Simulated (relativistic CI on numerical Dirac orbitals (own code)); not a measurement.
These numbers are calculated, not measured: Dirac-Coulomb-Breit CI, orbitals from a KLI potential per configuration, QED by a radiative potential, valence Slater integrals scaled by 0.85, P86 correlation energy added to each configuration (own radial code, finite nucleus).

CI space (outside the closed core [Ar] 3d10): 4s2 4p4, 4s 4p5, 4s2 4p3 4d, 4p6, 4s2 4p3 4f, 4s2 4p3 5s, 4s 4p4 4d, 4s2 4p3 5p, 4s2 4p3 6s, 4s2 4p3 5d, 4s 4p4 4f, 4s2 4p3 6p, 4s2 4p3 7s, 4s2 4p3 6d, 4s2 4p3 5f, 4s2 4p3 5g, 4s2 4p3 7p, 4s2 4p3 7d, 4s 4p4 5s, 4s2 4p2 4d 4f, 4s 4p4 5p, 4s2 4p2 4d2, 4s2 4p 4d3, 4s2 4p 4d2 4f, 4s2 4p 4d2 5s, 4s 4p2 4d3, 4s2 4p 4d2 5p, 4s2 4p2 4f2, 4s2 4p 4d 4f2, 4s2 4p 4f3, 4s2 4p 4f2 5s, 4s 4p2 4d 4f2, 4s2 4p 4f2 5p, 4s2 4p2 4d 5s, 4s2 4p 4d 4f 5s, 4s2 4p 4d 5s2, 4s 4p2 4d2 5s, 4s2 4p 4d 5s 5p. Double excitations out of closed p, d and f shells are left out; levels of such configurations are missing from the list, as are those of other unlisted configurations, and high levels can miss mixing partners. These lack a partner that the ground configuration has and come out too high: 4s2 4p3 6s, 4s2 4p3 5d, 4s 4p4 4f, 4s2 4p3 6p, 4s2 4p3 7s.

For a near-neutral ion this model can misplace configurations by up to about 10,000 cm⁻¹ (more where the count of f electrons changes) and terms by 10 to 25 % of their spread. Rates follow the energies as ν³ (E1, M1) or ν⁵ (E2), so they and the lifetimes can be off by large factors. The fine structure of a lone outer electron comes out too small, for d and f at times inverted, and misplaced configurations move strength between like terms. 61 of the 69 excited levels that our extract of the measured tables holds in this range could be paired (the sources list more); they are missed by 6454 cm⁻¹ on average and 9491 at most, and levels without a partner can miss by more.

Outline of the computed level scheme of Kr III. Lowest level of each configuration: 4s2 4p4 3P_2 at 0.0000 eV; 4s 4p5 3P°_2 at 15.3242 eV; 4s2 4p3 4d 5D°_0 at 17.9313 eV; 4s2 4p3 5s 5S°_2 at 18.8706 eV; 4s2 4p3 5p 5P_1 at 22.4771 eV.

Some strong electric-dipole decays among the lowest 45 levels: 4s2 4p3 5s 3P°_1 → 4s2 4p4 3P_2 (1.0e+10 s⁻¹); 4s2 4p3 4d 3D°_3 → 4s2 4p4 3P_2 (9.2e+09 s⁻¹); 4s2 4p3 5s 1D°_2 → 4s2 4p4 1D_2 (5.0e+09 s⁻¹); 4s2 4p3 5s 3S°_1 → 4s2 4p4 3P_2 (4.1e+09 s⁻¹); 4s2 4p3 4d 3D°_2 → 4s2 4p4 3P_1 (3.8e+09 s⁻¹); 4s2 4p3 4d 3D°_1 → 4s2 4p4 3P_1 (2.5e+09 s⁻¹); 4s2 4p3 4d 3D°_1 → 4s2 4p4 3P_0 (2.4e+09 s⁻¹); 4s2 4p3 5s 3D°_3 → 4s2 4p4 3P_2 (1.6e+09 s⁻¹).

Rates of lines that live on the mixing of spin multiplicities can be off by large factors.

LS names give the leading component of a level, which can be under half, so a name can repeat, a term be missing and a line seem to break the LS rules.
